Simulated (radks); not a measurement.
Ni I, 28 electrons, occupied as [Ar] 3d7 4s2 4p1 (not the ground configuration). All-electron calculation, non-relativistic Kohn-Sham, PBEsol, spin-unpolarised, spherical densities, point nucleus. Program: a radial shooting solver on a logarithmic mesh with Libxc functionals.

Radial electron density D(r) = 4 pi r^2 rho(r):

r (bohr),D(r) (e/bohr)
0.004158,2.571
0.004802,3.307
0.005502,4.174
0.006354,5.308
0.00728,6.616
0.008407,8.286
0.009632,10.16
0.01112,12.47
0.01285,15.10
0.01472,17.87
0.017,21.00
0.01947,24.03
0.02249,27.15
0.02577,29.79
0.02976,32.00
0.03409,33.32
0.03937,33.71
0.04511,33.09
0.0521,31.57
0.05968,29.67
0.06893,27.78
0.07961,26.74
0.0912,27.07
0.1053,29.02
0.1207,32.03
0.1394,35.50
0.1597,37.82
0.1844,38.00
0.2113,35.45
0.244,30.28
0.2795,24.41
0.3228,19.08
0.3728,16.23
0.4271,16.19
0.4933,17.97
0.5651,19.74
0.6527,20.12
0.7478,18.49
0.8636,15.10
0.9894,11.29
1.143,7.628
1.309,5.044
1.512,3.313
1.732,2.404
2,1.881
2.31,1.541
2.647,1.255
3.057,0.9501
3.502,0.6749
4.044,0.4274
4.634,0.2533
5.351,0.1325
6.131,0.06606
7.08,0.02880
8.112,0.01186
9.368,0.004032
10.73,0.001237
12.4,0.0002890

D(r) has 3 maxima, at r = 0.0384, 0.173, 0.622 bohr, and minima at 0.0829, 0.397 bohr, inside which lie 2.12, 10.76 electrons.
